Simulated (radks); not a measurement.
Valence configurations of neutral tin (all share [Kr]). All-electron calculation, scalar-relativistic Kohn-Sham, PBE, spin-polarised, spherical densities, finite nucleus; open shells are filled with parallel spins first (spin-orbit coupling, left out, can overturn this in heavy ions); Fermi nuclear charge, rms radius 4.6519 fm. Program: a radial shooting solver on a logarithmic mesh with Libxc functionals. Energies are relative to 4d10 5s2 5p2; eigenvalues in eV for spin up.

valence          E (eV)  moment (Bohr magnetons)    e(4d)   e(5p)    e(5s)
4d10 5s2 5p2      0.000                        2  -25.755  -4.157  -10.970
4d8 5s2 5p4      52.502                        4  -38.119  -6.406  -14.950
4d9 5s2 5p3      23.333                        4  -31.812  -5.436  -13.134
4d9 5s1 5p4      31.042                        4  -33.303  -6.069  -14.071
4d8 5s1 5p5      60.869                        4  -39.490  -6.978  -15.790
4d9.5 5s2 5p2.5  11.192                        3  -28.789  -4.808  -12.074
4d10 5p4         14.194                        2  -28.663  -5.373        -
4d7 5s1 5p6      94.530                        4  -45.628  -7.802  -17.369
4d10 5s1 5p3      5.113                        4  -27.013  -5.003  -12.140
4d9 5p5          40.461                        2  -34.648  -6.200        -

NIST lists [Kr] 4d10 5s2 5p2 as the ground configuration; this level of theory agrees among the configurations tried. The energies are those of spherical high-spin densities, not of single terms.
